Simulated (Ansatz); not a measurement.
`CN[SiH](C)O` + H–F → `CN[SiH](C)F` + H₂O at 400 K and 1 bar (ligand exchange at the Si–O bond).

Gas-phase electronic energies from Ansatz, PBE0-D4/def2-TZVP geometries. CCSD(T)/CBS adds triple-zeta CCSD(T) − MP2 to the extrapolated MP2 energy (def2 sets, frozen cores). This one scheme is used for every species. One conformer a species, not always the lowest.

```
      species  CCSD(T)/CBS energy (Eh)  H − E (kJ/mol)  S (J/(mol·K))
`CN[SiH](C)O`               -500.56717           339.5          411.6
          H–F               -100.39570            36.5          182.2
`CN[SiH](C)F`               -524.60225           307.6          395.1
          H₂O                -76.37941            69.8          198.6
```

H − E and S are ideal-gas, rigid-rotor, harmonic terms from PBE0-D4/def2-TZVP, for one conformer and one mirror image of each species. 1 Eh = 2625.50 kJ/mol, R = 8.31446 J/(mol·K).

Q: By hand: ΔE, ΔH, ΔS and ΔG.

A: ΔE = (-524.60225) + (-76.37941) − (-500.56717) − (-100.39570) = -0.01879 Eh = -49.3 kJ/mol. Δ(H − E) = 307.6 + 69.8 − 339.5 − 36.5 = 1.4, so ΔH = -47.9 kJ/mol. ΔS = 395.1 + 198.6 − 411.6 − 182.2 = -0.1 J/(mol·K). ΔG = -47.9 − 400 × (-0.1)/1000 = -47.9 kJ/mol.

Q: By hand: the equilibrium constant, and the temperature at which ΔG would vanish if ΔH and ΔS stayed fixed.

A: log₁₀ K = −ΔG/(RT ln 10) = 6.3. ΔG = 0 at ΔH/ΔS = 479000 K, far beyond where these terms or the molecules hold.

The number of gas molecules stays the same, so ΔS is small and ΔH decides. A doubt of 5 kJ/mol in ΔE shifts log₁₀ K by 0.7 here. Other conformers and mirror images would add mixing entropy, several J/(mol·K) or more a flexible species. Modes under 60 cm⁻¹, often nearly free rotors, make the harmonic entropy too high. These are equilibria of isolated gas molecules and say nothing of rates. Largest T1 diagnostic: 0.010 (customary marks: 0.02 for closed shells, 0.045 for open ones).
